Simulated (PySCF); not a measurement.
C2H7MgNO.

```xyz
12

Mg     0.0000     0.0000    -1.0168
O      0.0000     0.0000    -2.7798
H      0.0000     0.0000    -3.7299
N      0.0000     0.0000     0.8863
C      0.0000     1.1866     1.6961
C      0.0000    -1.1866     1.6961
H     -0.8887     1.2517     2.3627
H      0.8887     1.2517     2.3627
H      0.0000     2.1040     1.0810
H      0.8887    -1.2517     2.3627
H     -0.8887    -1.2517     2.3627
H      0.0000    -2.1040     1.0810
```

Geometry optimised at PBE0-D3(BJ)/def2-SVP. The structure was generated by enumeration; whether it is a known compound was not checked. The values are those of a single conformer.

Computed with B3LYP/pcSseg-1 (PySCF). Non-relativistic, no solvent.

Computed absolute GIAO shielding of each atom: isotropic value and principal components (ppm):
| atom | σ(iso) | σ11 | σ22 | σ33 | span |
|---|---|---|---|---|---|
| Mg1 | 521.1 | 420.1 | 462.7 | 680.5 | 260.4 |
| O2 | 395.3 | 385.9 | 390.2 | 409.9 | 24.0 |
| H3 | 31.9 | 23.9 | 23.9 | 47.9 | 24.0 |
| N4 | 257.2 | 223.9 | 268.7 | 279.1 | 55.2 |
| C5 | 130.8 | 103.7 | 111.9 | 176.9 | 73.3 |
| C6 | 130.8 | 103.7 | 111.9 | 176.9 | 73.3 |
| H7 | 28.8 | 24.2 | 26.9 | 35.2 | 11.0 |
| H8 | 28.8 | 24.2 | 26.9 | 35.2 | 11.0 |
| H9 | 28.7 | 24.1 | 27.0 | 35.0 | 10.9 |
| H10 | 28.8 | 24.2 | 26.9 | 35.2 | 11.0 |
| H11 | 28.8 | 24.2 | 26.9 | 35.2 | 11.0 |
| H12 | 28.7 | 24.1 | 27.0 | 35.0 | 10.9 |
